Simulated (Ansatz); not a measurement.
Two isomers of C2H7NOSi: A = `C=NCO[SiH3]`, B = `NC1([SiH3])CO1`.

Calculated with Ansatz (gas phase, PBE0-D4/def2-TZVP geometries, no zero-point term in ΔE). CCSD(T)/CBS adds triple-zeta CCSD(T) − MP2 to the extrapolated MP2 energy (def2 sets, frozen cores). DFT in def2-TZVPP. B3LYP here is the variant with VWN-RPA as its local correlation; programs differ in this. One conformer a species, not always the lowest.

Problem. Which is lower in electronic energy at CCSD(T)/CBS, and by how much? (An estimate is asked.)

Solution. The calculation gave: A, by 30.1 kcal/mol.

Problem. Give E(B) − E(A) in kcal/mol with PBE0-D4, CCSD/def2-TZVPP, PBE-D4, MP2/def2-TZVPP, B3LYP-D4, r2SCAN-D4, ωB97M-V. (An estimate is asked.)

Solution. Ansatz gave: PBE0-D4 25.0, CCSD/def2-TZVPP 31.6, PBE-D4 24.0, MP2/def2-TZVPP 28.7, B3LYP-D4 31.6, r2SCAN-D4 27.2, ωB97M-V 28.5. None reverses the order clearly.

Largest T1 diagnostic: 0.012.

From PBE to PBE0 (25 % exact exchange), in def2-TZVPP and without D4, E(B) − E(A) moves by +0.8 kcal/mol. In def2-TZVPP, CCSD(T) changes the Hartree–Fock value by −8.7 kcal/mol (the triples alone add −0.9 kcal/mol) and MP2 by −10.7 kcal/mol.
